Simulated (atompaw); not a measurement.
**An all-electron radial function and its pseudo partner (As (Z = 33))**

Columns: radius, all-electron u(r) and pseudo u(r) of the 4s shell (level -14.70 eV) of arsenic in the configuration [Ar] 3d10 4s2 4p3; LDA (PW92), scalar-relativistic, PAW (atompaw) scheme, atompaw 4.2.0.5.

```tsv
r (bohr)	all-electron	pseudo
0.098	0.1772	0.0523
0.196	0.1397	0.1055
0.294	-0.1666	0.1603
0.392	-0.3555	0.2172
0.490	-0.3680	0.2763
0.588	-0.2589	0.3376
0.687	-0.0886	0.4010
0.785	0.0956	0.4644
0.883	0.2699	0.5269
0.981	0.4216	0.5871
1.079	0.5460	0.6431
1.177	0.6425	0.6931
1.275	0.7131	0.7353
1.373	0.7607	0.7681
1.471	0.7888	0.7902
1.569	0.8007	0.8007
1.667	0.7993	0.7993
1.765	0.7875	0.7875
1.863	0.7676	0.7676
1.962	0.7414	0.7414
2.060	0.7110	0.7110
2.158	0.6777	0.6777
2.256	0.6425	0.6425
2.354	0.6065	0.6065
2.452	0.5702	0.5702
2.550	0.5342	0.5342
```

Q: How many radial nodes do the two functions have?

A: The all-electron 4s function has n − l − 1 = 3 (the table is too coarse to show those close to the nucleus); the pseudo-wave has 0, since the states of the same l below it are removed with the core.

Q: At about which radius was the pseudo-wave matched?

A: 1.60 bohr, where the columns begin to agree (steps of 0.10 bohr).

Q: Is the pseudo-wave norm-conserving?

A: No, it belongs to a PAW set: the norm inside the radius is not constrained, and the difference is carried by the augmentation charge.
